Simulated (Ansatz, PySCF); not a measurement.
H₇P₃Sn, SMILES [PH2][SnH]([PH2])[PH2].

Geometry optimised at B3LYP-D3(BJ)/def2-SVP. The structure was generated by enumeration; whether it is a known compound was not checked. The def2 effective core potentials stand for the cores of Sn; spin–orbit coupling is left out. One conformer was computed; it need not be the lowest.

Vertical ionisation energy (IE) and electron affinity (EA) in eV. Rows of orbital energies are one-electron estimates. Where ΔSCF, EOM or ADC give a negative EA the extra electron is unbound and the value depends on the basis.

```csv
level,IE,EA
"−ε(HOMO), −ε(LUMO), M06-2X/def2-TZVP (PySCF)",8.07,0.39
"−ε(HOMO), −ε(LUMO), PBE/def2-TZVP (PySCF)",6.21,2.07
"ΔSCF, PBE/def2-SVPD (Ansatz), final states of multiplicity 2 and 2",8.56,-0.02
```

Problem. What vertical singlet–triplet gap does ΔSCF give with CAM-B3LYP/def2-SVPD (Ansatz, a program for electronic structure) and with PBE/def2-SVPD (Ansatz)? (Estimate from the structure and the level; the computed values follow.)

Solution. 4.39 and 3.92 eV (triplet above singlet where positive).
